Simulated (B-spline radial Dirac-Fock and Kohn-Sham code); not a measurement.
## Dipole and non-dipole photoemission parameters of Sc²⁺ 3s

System: scandium as Sc²⁺, configuration 1s2 2s2 2p6 3s2 3p6 3d1; threshold 76.86 eV (orbital energy of the model). Model: Dirac-Hartree-Slater photoionisation with a Latter tail; cross sections with all multipoles, angular parameters from the dipole term and its interference with E2. Program: a radial finite-basis atomic code.

```csv
hν (eV),σ (kb),β,γ
105,375,1.999,0.199
108,370,1.999,0.209
109,368,1.999,0.212
116,345,1.999,0.215
127,318,1.999,0.214
150,268,2.000,0.198
160,249,2.000,0.188
233,151,2.000,0.108
323,91.3,2.000,0.030
400,64.5,2.000,-0.010
501,44.1,2.000,-0.038
510,?,?,?
960,13.3,2.000,0.000
1000,12.3,2.000,0.009
1253.6,7.90,2.000,0.074
1370,6.61,2.000,0.107
1486.9,5.60,2.000,0.140
2470,1.91,2.000,0.420
3850,0.694,2.000,0.768
4040,0.620,2.000,0.811
6000,0.237,2.000,1.206
11600,0.0429,1.999,2.039
12000,0.0392,1.999,2.089
```

Question: Give the values at 510 eV.

Answer: σ = 42.7 kb, β = 2.000, γ = -0.040. For an s subshell δ is negligible.

Values without a named source are computed, but for edge energies of neutral atoms, which are taken from tables.
